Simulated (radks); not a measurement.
The nuclear charge of the boron ion B2+ is varied continuously with 3 electrons held in [He] 2s1. All-electron calculation, scalar-relativistic Kohn-Sham, PBE, spin-polarised, spherical densities, finite nucleus; open shells are filled with parallel spins first; Fermi nuclear charge, rms radius 2.406 fm. Program: a radial shooting solver on a logarithmic mesh with Libxc functionals. By the Hellmann-Feynman theorem dE/dZ = E(electron-nucleus)/Z, the electronic potential at the nucleus (averaged over a nucleus of fixed radius). The scalar-relativistic energy here is not variational (the density holds large components alone), so the two differ by a part that grows with Z.

[
 {"Z": "4.5", "E (hartree)": "-18.56758", "E(electron-nucleus)/Z (hartree)": "-9.09429", "HOMO": "2s", "e(HOMO) (eV)": "-22.711", "<r> HOMO (bohr)": "1.885"},
 {"Z": "5", "E (hartree)": "-23.39663", "E(electron-nucleus)/Z (hartree)": "-10.2216", "HOMO": "2s", "e(HOMO) (eV)": "-32.666", "<r> HOMO (bohr)": "1.623"},
 {"Z": "5.5", "E (hartree)": "-28.78941", "E(electron-nucleus)/Z (hartree)": "-11.3491", "HOMO": "2s", "e(HOMO) (eV)": "-44.335", "<r> HOMO (bohr)": "1.426"},
 {"Z": "6", "E (hartree)": "-34.74607", "E(electron-nucleus)/Z (hartree)": "-12.4770", "HOMO": "2s", "e(HOMO) (eV)": "-57.714", "<r> HOMO (bohr)": "1.272"}
]

The central difference of E at Z = 5 is -10.222 hartree, to compare with the third column; the second derivative is -2.25 hartree.
